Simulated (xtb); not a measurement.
Si(F)2(Me)(NCO) (C2H3F2NOSi), SMILES [Si](F)(F)(N=C=O)C. All values are semi-empirical tight-binding results from xtb (GFN2-xTB unless named), good for trends rather than for accurate numbers. The structure is a stationary point at GFN2-xTB. The values are those of a single conformer.

Task: Estimate the properties. (Estimate from the structure and the level; the computed values follow.)

Result: 
```json
{
 "orbital_gap": "6.11 eV",
 "dipole_moment": "3.05 D",
 "zero_point_energy": "35.1 kcal/mol",
 "G − E(el) at 298.15 K (modified RRHO)": "13.3 kcal/mol",
 "static polarisability (D4 model)": "69.6 bohr³",
 "solvation energy, GFN2-xTB/ALPB(water)": "-0.5 kcal/mol",
 "solvation energy, GFN2-xTB/ALPB(toluene)": "-3.7 kcal/mol"
}
```
